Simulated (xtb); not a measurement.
Se(SiH3)(OSiH3) (H₆OSeSi₂), SMILES O([Se][SiH3])[SiH3]. All values are semi-empirical tight-binding results from xtb (GFN2-xTB unless named), good for trends rather than for accurate numbers. The structure is a stationary point at GFN2-xTB. This is a generated structure with no PubChem entry under its InChIKey; it may be hypothetical. Other conformers were not sampled.

### Question
Estimate the properties. (An estimate is asked for; the answer gives what the named calculation found.)

### Answer

| Item | Value |
|---|---|
| orbital gap | 2.69 eV |
| zero-point energy | 32.4 kcal/mol |
| G − E(el) at 298.15 K (modified RRHO) | 11.0 kcal/mol |
| static polarisability (D4 model) | 91.7 bohr³ |
| solvation energy, GFN2-xTB/ALPB(water) | 0.7 kcal/mol |
| solvation energy, GFN2-xTB/ALPB(dmso) | -3.5 kcal/mol |
